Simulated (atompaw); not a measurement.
## What one change does to a pseudopotential (Co, PAW (atompaw))

```
Element                 : cobalt (Co)
Generator               : atompaw 4.2.0.5
Type                    : PAW
Functional              : PBE
Relativity              : scalar-relativistic
Frozen core             : [Ne]
Valence charge          : 17
Reference configuration : 3s2 3p6 3d7 4s1.5 4p0 (charge +0.5)
Partial waves           : 3s (bound): rc 1.30 bohr; 4s (bound): rc 1.45 bohr; 3p (bound): rc 1.35 bohr; 4p (bound, empty): rc 1.45 bohr; 3d (bound): rc 1.45 bohr; 3d channel at 0.25 Ry: rc 1.45 bohr
Local potential         : vpsmatchnc scheme with l = 3 at 0 Ry, radius 1.40 bohr
Core correction         : smooth core density matched at 1.20 bohr
Augmentation charge     : gaussian compensation charge, radius 1.25 bohr; PAW radius 1.45 bohr; waves and projectors: custom polynom vanderbiltortho
```

Change: local potential ultrasoft scheme with l = 3 at 0 Ry, radius 1.40 bohr.

Cutoffs: the cutoffs (Ry, on a coarse ladder) from which the occupation-weighted sum of valence levels, in a spherical-Bessel basis at the reference potential, stays within 10 and 1 mRy of its value at 400 Ry; they do not see the model core or the augmentation charge, which bear on the density cutoff.

Q: What does the change do?

A: The potential gets neither clearly harder nor softer (70 Ry and 120 Ry → 70 Ry and 120 Ry); the range in which the s phases agree narrows (upper end at the end of the scan → 2.7); neither file shows a bound ghost.

```tsv
quantity	base	changed
cutoff, loose	70 Ry	70 Ry
cutoff, tight	120 Ry	120 Ry
bound ghosts	none	none
s: phases at 1.45 bohr within 0.05 rad from the reference energy up to (Ry; the scan ends near 5)	to the end of the scan	2.7
p: phases at 1.45 bohr within 0.05 rad from the reference energy up to (Ry; the scan ends near 5)	4.1	4.2
d: phases at 1.45 bohr within 0.05 rad from the reference energy up to (Ry; the scan ends near 5)	to the end of the scan	to the end of the scan
lowest overlap eigenvalue by channel	s 0.79, p 0.81, d 0.93	s 0.65, p 0.84, d 0.94
```

 The cutoffs see the waves, projectors and local potential, not the compensation charge or the core.
